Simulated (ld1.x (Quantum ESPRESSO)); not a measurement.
# Pseudopotential generation for Mn (Z = 25): TM, PBEsol, scalar-relativistic.

Input for ld1.x (Quantum ESPRESSO) 7.5:

```
&input
   title='Mn', zed=25., rel=1, dft='PBESOL', iswitch=3,
   config='[Ar] 3d5 4s2 4p0',
   nld=3, rlderiv=3.50, eminld=-2.0, emaxld=5.0, deld=0.02
 /
 &inputp
   pseudotype=2, tm=.true., lloc=0,
   nlcc=.false.,
   file_pseudopw='Mn.UPF', file_wfcaegen='ae.wfc', file_wfcncgen='nc.wfc', file_beta='beta', file_chi='chi'
 /
3
4P  2  1   0.00   0.00  3.20  3.20  0.0
3D  3  2   5.00   0.00  1.10  1.10  0.0
4S  1  0   2.00   0.00  1.95  1.95  0.0
 &test
   configts(1)='3d5 4s2 4p0'
 /
```

Command:

```bash
ld1.x < Mn.in > Mn.out
```

Resulting log (shortened: banner, matrices, multipoles, cross overlaps and the repeated all-electron block are left out):

```
Program LD1 v.7.5
     --------------------------- All-electron run ----------------------------

     Mn
     scalar relativistic calculation

     atomic number is 25.00
     dft =PBESOL   lsd =0 sic =0 latt =0  beta=0.20 tr2=1.0E-14
     Exchange-correlation= PBESOL
                           (   1   4  10   8   0   0   0)
     mesh =1187 r(mesh) = 100.09544 a.u. xmin = -7.00 dx = 0.01250
     1 Ry =  13.60569312 eV, c = 137.03599908

     n l     nl                  e(Ry)          e(Ha)          e(eV)
     1 0     1S 1( 2.00)      -472.0547      -236.0274     -6422.6318
     2 0     2S 1( 2.00)       -54.6174       -27.3087      -743.1073
     2 1     2P 1( 6.00)       -46.2864       -23.1432      -629.7589
     3 0     3S 1( 2.00)        -6.2947        -3.1474       -85.6441
     3 1     3P 1( 6.00)        -4.0044        -2.0022       -54.4824
     3 2     3D 1( 5.00)        -0.4993        -0.2497        -6.7940
     4 0     4S 1( 2.00)        -0.3766        -0.1883        -5.1246
     4 1     4P 1( 0.00)        -0.0990        -0.0495        -1.3473

     final scf error:  8.7E-15 reached in  28 iterations

     Etot =   -2314.330920 Ry,   -1157.165460 Ha,  -31488.076280 eV

     Ekin =    2339.588539 Ry,    1169.794269 Ha,   31831.723693 eV
     Encl =   -5527.166570 Ry,   -2763.583285 Ha,  -75200.932189 eV
     Eh   =     974.781424 Ry,     487.390712 Ha,   13262.576924 eV
     Exc  =    -101.534313 Ry,     -50.767157 Ha,   -1381.444708 eV

     normalization and overlap integrals

     s(1S/1S) =  1.000000  <r> =   0.0609  <r2> =    0.0050  r(max) =   0.0400
     s(2S/2S) =  1.000000  <r> =   0.2797  <r2> =    0.0924  r(max) =   0.2331
     s(2P/2P) =  1.000000  <r> =   0.2473  <r2> =    0.0752  r(max) =   0.1885
     s(3S/3S) =  1.000000  <r> =   0.8522  <r2> =    0.8387  r(max) =   0.7361
     s(3P/3P) =  1.000000  <r> =   0.9048  <r2> =    0.9664  r(max) =   0.7547
     s(3D/3D) =  1.000000  <r> =   1.2237  <r2> =    2.0297  r(max) =   0.7642
     s(4S/4S) =  1.000000  <r> =   3.0808  <r2> =   11.0264  r(max) =   2.5058
     s(4P/4P) =  1.000000  <r> =   4.4782  <r2> =   24.1204  r(max) =   3.3825

     ------------------------ End of All-electron run ------------------------

     --------------------- Generating NC pseudopotential ---------------------

      Generating local pot.: lloc=0, matching radius rcloc =   1.9500

      Wfc   4P  rcut= 3.178  Using Troullier-Martins method

      Wfc   3D  rcut= 1.112  Using Troullier-Martins method

     ------------------- End of pseudopotential generation -------------------

     Computing logarithmic derivative in   3.48997
     Message from routine run_pseudo:
     Warning: convergence not achieved
     Computing logarithmic derivative in   3.48997
     Computing the partial wave expansion
       no projector for channel:   0
     R is outside the sphere for l=    1 j= 0.00
     R is outside the sphere for l=    2 j= 0.00

     ---------------------- Testing the pseudopotential ----------------------

     Mn
     scalar relativistic calculation

     atomic number is 25.00   valence charge is  7.00
     dft =PBESOL   lsd =0 sic =0 latt =0  beta=0.20 tr2=1.0E-14
     mesh =1187 r(mesh) = 100.09544 xmin = -7.00 dx = 0.01250

     n l     nl             e AE (Ry)        e PS (Ry)    De AE-PS (Ry)
     3 2     3D   1( 5.00)       -0.49935       -0.49934       -0.00001
     1 0     4S   1( 2.00)       -0.37665       -0.37665       -0.00000
     2 1     4P   1( 0.00)       -0.09902       -0.09902        0.00000

     eps = 5.9E-12  iter =201

     Etot =   -2314.330920 Ry,   -1157.165460 Ha,  -31488.076280 eV
     Etotps =   -29.088049 Ry,     -14.544024 Ha,    -395.763062 eV

     Ekin =      56.458339 Ry,      28.229169 Ha,     768.154831 eV
     Encl =     -47.019496 Ry,     -23.509748 Ha,    -639.732828 eV
     Ehrt =      27.676454 Ry,      13.838227 Ha,     376.557335 eV
     Ecxc =      -6.064900 Ry,      -3.032450 Ha,     -82.517165 eV
     Epseu=     -60.138445 Ry,     -30.069223 Ha,    -818.225234 eV

     ---------------------- End of pseudopotential test ----------------------
```

Generation and configuration tests took about 6 s on one core of a shared server CPU.
